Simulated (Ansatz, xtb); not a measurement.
# Ranking isomers of C4H3BrN2

5 gas-phase structures of C4H3BrN2, from a drawn sample of its isomers (lower ones may exist). Each was relaxed with GFN2-xTB:

A. `Brc1ccncn1`, a singlet
B. `Brc1cccnn1`, a singlet
C. `Brc1cnccn1`, a singlet
D. `Brc1ccnnc1`, a singlet
E. `Brc1ncccn1`, a singlet

Problem. Which do you expect lowest at r2SCAN-D4/def2-SVP, and how would the others follow?

Solution. Calculated order at r2SCAN-D4/def2-SVP: A (0.000), E (0.045), C (0.191), B (1.108), D (1.124) eV. Less than 1 kcal/mol parts B and D, so the order within that pair means little.

Energies above the lowest of each column, in eV; the last columns are at PBE-D3(BJ)/def2-SVP geometries and were run for some of them only (a dash: not run or not comparable):

```json
{"structure": "A", "GFN2-xTB": "0.021", "HF/STO-3G": "0.013", "r2SCAN-D4/def2-SVP": "0.000", "PBE-D3(BJ)/def2-SVP": "0.000", "CCSD(T)/def2-SVP + ΔMP2/def2-TZVPP": "0.000"}
{"structure": "E", "GFN2-xTB": "0.000", "HF/STO-3G": "0.000", "r2SCAN-D4/def2-SVP": "0.045", "PBE-D3(BJ)/def2-SVP": "0.045", "CCSD(T)/def2-SVP + ΔMP2/def2-TZVPP": "0.065"}
{"structure": "C", "GFN2-xTB": "0.251", "HF/STO-3G": "0.150", "r2SCAN-D4/def2-SVP": "0.191", "PBE-D3(BJ)/def2-SVP": "0.160", "CCSD(T)/def2-SVP + ΔMP2/def2-TZVPP": "0.216"}
{"structure": "B", "GFN2-xTB": "0.899", "HF/STO-3G": "0.790", "r2SCAN-D4/def2-SVP": "1.108", "PBE-D3(BJ)/def2-SVP": "–", "CCSD(T)/def2-SVP + ΔMP2/def2-TZVPP": "–"}
{"structure": "D", "GFN2-xTB": "0.910", "HF/STO-3G": "0.841", "r2SCAN-D4/def2-SVP": "1.124", "PBE-D3(BJ)/def2-SVP": "–", "CCSD(T)/def2-SVP + ΔMP2/def2-TZVPP": "–"}
```

CCSD(T)/def2-SVP + ΔMP2/def2-TZVPP puts A lowest of those it was run on; GFN2-xTB picks E. Frequencies (GFN2-xTB) were run for A, C, E alone. ΔMP2 is the change of the MP2 energy from the smaller to the larger basis.

Over these structures GFN2-xTB departs from r2SCAN-D4/def2-SVP by 0.107 eV on average once a common shift is removed. A GFN2-xTB relaxation took about 0.062 s and the r2SCAN-D4/def2-SVP energy about 1.8 s on a shared host (Ansatz 0.2.0, xtb 6.7.1).
